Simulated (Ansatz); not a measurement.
`FC(F)(F)C1=CC(C(F)(F)F)=[O+][B-](Cl)(Cl)O1` + `OB(O)F` → `OB(Cl)Cl` + `O[B-]1(F)OC(C(F)(F)F)=CC(C(F)(F)F)=[O+]1`  (redistribution)

Program: Ansatz. Geometries: PBE0-D4/def2-TZVP. ΔE: electronic, gas phase. CCSD(T)/CBS adds triple-zeta CCSD(T) − MP2 to the extrapolated MP2 energy (def2 sets, frozen cores). This one scheme is used for every species. DFT in def2-TZVPP. B3LYP here is the variant with VWN-RPA as its local correlation; programs differ in this. One conformer a species, not always the lowest.

CCSD(T)/CBS gives +14.2 kJ/mol.

Problem. Another level gave +5.1 kJ/mol. Which?
A. MP2/def2-TZVPP
B. B3LYP-D4/def2-TZVPP
C. BLYP/def2-TZVPP
D. r2SCANh/def2-TZVPP

Solution. D. r2SCANh 5.1, B3LYP-D4 10.8, BLYP 0.5, MP2/def2-TZVPP 14.9 kJ/mol.

Largest T1 diagnostic among the species: 0.015.

From PBE to PBE0 (25 % exact exchange), in def2-TZVPP and without D4, ΔE moves by +3.2 kJ/mol. The D4 term adds +7.5 kJ/mol with B3LYP and +4.5 kJ/mol with PBE0; it sums over pairs of atoms, weighted by their polarisabilities, and B3LYP, whose exchange is more repulsive, gets the larger term. At CCSD(T), def2-SVP lies −8.8 kJ/mol from the extrapolated value and def2-TZVPP −3.9 kJ/mol.
